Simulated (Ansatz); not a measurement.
Geometry optimisation, UKS B3LYP-D4/STO-3G (Ansatz 0.2.0).

Input file:

```yaml
crystal:
  periodic: [false, false, false]
  atoms:
    - { symbol: F, position_ang: [-0.7425, -2.1224, 0.9059] }
    - { symbol: B, position_ang: [-0.6297, -0.662, 1.1162] }
    - { symbol: O, position_ang: [-1.0768, 0.2986, 0.0791] }
    - { symbol: Si, position_ang: [0.4313, 0.6048, -0.8632] }
    - { symbol: H, position_ang: [-0.2272, -0.2788, 2.1433] }
    - { symbol: H, position_ang: [0.0226, 1.5716, -1.9216] }
    - { symbol: H, position_ang: [1.4545, 1.1685, -0.0226] }
    - { symbol: H, position_ang: [0.8599, -0.6375, -1.4929] }
magnetization:
  spin_polarized: true
basis:
  gaussian: { orbitals: STO-3G }
hamiltonian:
  xc: b3lyp
  dispersion: d4
relax:
  f_tol: 0.02
  max_steps: 40
```

Launched with:

```bash
$ ansatz run input.yaml --threads 1 --pin off --max-ram 2048MiB --backend cpu --events-out ev --progress --plain --runs-dir out
```

**Question.** Where does it end, and by what steps?

**Answer.** The run converged. Limits of this set-up: minimal basis. After 18 steps the energy has fallen by 1.440 eV; F1 moved furthest, 1.12 Å.

```tsv
step	energy less start (eV)	largest force component (eV/Å)	accepted
0	0.0000	5.560	yes
1	-0.7682	2.216	yes
2	-0.6975	2.418	no
3	-0.9684	0.756	yes
4	-1.0206	0.407	yes
5	-1.0912	0.367	yes
6	-1.1734	0.906	yes
7	-1.2355	1.463	yes
8	-1.3735	0.563	yes
9	-1.4312	0.284	yes
10	-1.4380	0.067	yes
11	-1.4392	0.036	yes
12	-1.4395	0.020	yes
13	-1.4397	0.035	yes
14	-1.4386	0.156	no
15	-1.4398	0.025	yes
16	-1.4398	0.028	yes
17	-1.4399	0.026	yes
18	-1.4399	0.019	yes
```

```xyz
8
Properties=species:S:1:pos:R:3
F -1.578 -1.668 1.500
B -0.674 -0.785 1.095
O -0.601 -0.532 -0.235
Si 0.509 0.573 -0.918
H 0.026 -0.258 1.894
H -0.259 1.564 -1.640
H 1.327 1.214 0.089
H 1.342 -0.165 -1.841
```

Run time: 32 s on 1 thread of Intel(R) Xeon(R) 6975P-C (Granite Rapids), with other jobs on the host, peak memory 0.18 GiB.
